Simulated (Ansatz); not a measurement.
Saddle point of SiH5O2F, closed shell (SiH₄O₂ ([OH][SiH2][OH]) + HF → SiH₃OF ([OH][SiH2][F]) + H₂O; bonds formed: Si1–F7, O2–H6; bonds broken: Si1–O2, H6–F7), PBE0-D4/def2-TZVP structure:

```json
{"atom": "Si1", "x (Å)": "-0.3753", "y (Å)": "-0.5066", "z (Å)": "-0.1225"}
{"atom": "O2", "x (Å)": "0.5932", "y (Å)": "0.1395", "z (Å)": "1.2867"}
{"atom": "H3", "x (Å)": "0.1913", "y (Å)": "-1.8020", "z (Å)": "-0.5395"}
{"atom": "H4", "x (Å)": "-1.5553", "y (Å)": "-0.8204", "z (Å)": "0.7358"}
{"atom": "O5", "x (Å)": "-1.1203", "y (Å)": "0.5176", "z (Å)": "-1.1607"}
{"atom": "H6", "x (Å)": "1.2807", "y (Å)": "0.4878", "z (Å)": "0.5197"}
{"atom": "F7", "x (Å)": "1.3399", "y (Å)": "0.2843", "z (Å)": "-0.7563"}
{"atom": "H8", "x (Å)": "0.1666", "y (Å)": "0.7982", "z (Å)": "1.8432"}
{"atom": "H9", "x (Å)": "-0.5208", "y (Å)": "0.9017", "z (Å)": "-1.8066"}
```

Energies are electronic, without zero-point energy. Barriers and step energies count from the start structure reached by relaxing down the imaginary mode; all methods use the PBE0-D4 structures, on which another method's saddle can fall below an end. Computed with Ansatz 0.2.0 (basis: def2-TZVPP, with def2-QZVPP for the basis limit); correlated methods freeze the cores. B3LYP uses VWN-RPA correlation. Extrapolation: Hartree–Fock as exp(−7.88 √X), correlation as X^−2.97.

```json
{"method": "SPW92", "barrier (kJ/mol)": "56.0", "step energy (kJ/mol)": "-2.7"}
{"method": "PBE-D4", "barrier (kJ/mol)": "80.3", "step energy (kJ/mol)": "-15.0"}
{"method": "BLYP-D4", "barrier (kJ/mol)": "93.2", "step energy (kJ/mol)": "-18.6"}
{"method": "r2SCAN-D4", "barrier (kJ/mol)": "85.6", "step energy (kJ/mol)": "-19.6"}
{"method": "B97M-V", "barrier (kJ/mol)": "95.5", "step energy (kJ/mol)": "-25.2"}
{"method": "PBE0-D4", "barrier (kJ/mol)": "?", "step energy (kJ/mol)": "-16.7"}
{"method": "B3LYP-D4", "barrier (kJ/mol)": "?", "step energy (kJ/mol)": "-19.7"}
{"method": "r2SCAN0-D4", "barrier (kJ/mol)": "93.7", "step energy (kJ/mol)": "-19.7"}
{"method": "BHLYP-D4", "barrier (kJ/mol)": "110.2", "step energy (kJ/mol)": "-22.5"}
{"method": "CAM-B3LYP-D4", "barrier (kJ/mol)": "96.0", "step energy (kJ/mol)": "-19.0"}
{"method": "wB97X-V", "barrier (kJ/mol)": "94.3", "step energy (kJ/mol)": "-21.1"}
{"method": "wB97M-V", "barrier (kJ/mol)": "91.2", "step energy (kJ/mol)": "-21.5"}
{"method": "B2PLYP", "barrier (kJ/mol)": "?", "step energy (kJ/mol)": "-21.1"}
{"method": "PBE-QIDH", "barrier (kJ/mol)": "96.9", "step energy (kJ/mol)": "-18.4"}
{"method": "RPA on PBE", "barrier (kJ/mol)": "98.6", "step energy (kJ/mol)": "-23.7"}
{"method": "HF", "barrier (kJ/mol)": "141.8", "step energy (kJ/mol)": "-33.4"}
{"method": "MP2", "barrier (kJ/mol)": "98.5", "step energy (kJ/mol)": "-19.1"}
{"method": "CCSD", "barrier (kJ/mol)": "107.7", "step energy (kJ/mol)": "-23.2"}
{"method": "CCSD(T)", "barrier (kJ/mol)": "101.2", "step energy (kJ/mol)": "-20.9"}
```

Task: Fill in the withheld barriers. (To be estimated.)

Result: Computed: PBE0-D4 90.9; B2PLYP 100.1; B3LYP-D4 99.5 kJ/mol. Each is the energy of the saddle less that of the start structure, by the same method.

For comparison, the barrier by CCSD(T) at an estimated basis limit (MP2 extrapolated from triple and quadruple zeta, plus CCSD(T) − MP2 in triple zeta) is 100.8 kJ/mol.

T1 diagnostic: at most 0.012.

Steps of this kind, hydrogen fluoride cutting a network bond, underlie vapour etching and the fluorination step of atomic layer etching.

Labels in which every atom is bracketed show which atoms are joined, not bond orders.

For scale, one of the runs: CCSD(T)/def2-TZVPP, 205 basis functions, launched by `ansatz run in.yaml --threads 4 --pin off --events-out ev --progress --plain --max-ram 9574MiB`. The run took 67 s on 4 CPU threads of an Arm Neoverse V1 (shared host), with 2.8 GiB of host memory at its peak.
